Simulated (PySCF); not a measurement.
Ge(H)(Me)(OH)2, CH₆GeO₂, SMILES [CH3][GeH]([OH])[OH], B3LYP/def2-SVP optimised geometry.

```
10

Ge    -0.48    -1.13     0.00
C     -1.35    -1.98     1.51
O     -1.07     0.57     0.00
O     -1.06    -1.99    -1.46
H      1.07    -1.13     0.00
H     -2.44    -1.93     1.37
H     -1.04    -3.03     1.58
H     -1.09    -1.46     2.44
H     -0.65     1.13    -0.67
H     -0.56    -1.77    -2.26
```

Density from PySCF 2.14.0 with B3LYP/def2-TZVP at that geometry.

Minimum of the electron density along straight lines between bonded atoms, close to the bond critical point (lines longer than 1.1 times the sum of covalent radii, or with two minima, are not listed):

```csv
bond,length / Å,ρ at the minimum / e bohr⁻³,∇²ρ there / e bohr⁻⁵,position (fraction from the first atom)
Ge1–C2,1.936,0.134,0.07,0.47
Ge1–O3,1.790,0.139,0.62,0.47
Ge1–O4,1.790,0.139,0.61,0.47
Ge1–H5,1.551,0.132,0.05,0.59
C2–H6,1.100,0.270,-0.90,0.64
C2–H7,1.100,0.270,-0.90,0.64
C2–H8,1.100,0.270,-0.90,0.64
O3–H9,0.966,0.354,-2.32,0.80
O4–H10,0.966,0.354,-2.32,0.80
```
